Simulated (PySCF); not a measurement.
C2H9GaN, SMILES [CH3][Ga+]([CH3])<-[NH3] (connectivity only; charge and spin as stated), charge +1, multiplicity 1.

Geometry: TPSSh-D3(BJ)/def2-SVP. The multiplicity is an assumed one; other spin states were not compared. The isomer is the one that the SMILES or the coordinates give; other isomers of the formula were not compared.

Calculation: PySCF with TPSSh-D3(BJ)/def2-SVP.

Frequencies are harmonic and unscaled.

A small imaginary wavenumber (i) marks a very flat motion, where grid noise or a shallow saddle decides the sign.

```csv
mode,ν (cm⁻¹),IR (km/mol),moving atoms (share of kinetic energy)
1,13i,0.2,H 98 %
2,71,0.0,H 98 %
3,74,0.0,H 95 %
4,143,1.9,"C 37 %, H 32 %, Ga 28 %"
5,144,2.7,"C 40 %, H 31 %, Ga 25 %"
6,150,1.3,"N 34 %, H 32 %, C 25 %, Ga 10 %"
7,366,15.3,"N 68 %, Ga 16 %, H 16 %"
8,541,2.6,"C 78 %, H 19 %"
9,614,13.9,"H 88 %, N 11 %"
10,615,0.7,"H 62 %, C 23 %"
11,644,2.3,"H 83 %, C 15 %"
12,654,40.8,"H 44 %, C 35 %, Ga 19 %"
13,762,55.3,"H 79 %, C 13 %"
14,769,61.0,"H 77 %, C 19 %"
15,786,76.2,"H 78 %, C 20 %"
16,1246,4.8,"H 81 %, C 19 %"
17,1250,1.2,"H 83 %, C 17 %"
18,1312,142.8,"H 84 %, N 16 %"
19,1429,0.2,H 95 %
20,1436,4.5,H 96 %
21,1438,0.0,H 95 %
22,1445,11.0,H 96 %
23,1638,23.6,H 95 %
24,1640,32.8,H 95 %
25,3036,1.4,H 97 %
26,3037,1.8,H 97 %
27,3132,0.0,"H 91 %, C 9 %"
28,3133,0.5,"H 91 %, C 9 %"
29,3160,0.6,"H 91 %, C 9 %"
30,3160,2.5,"H 91 %, C 9 %"
31,3406,51.5,H 98 %
32,3505,74.4,"H 92 %, N 8 %"
33,3517,68.8,"H 92 %, N 8 %"
```
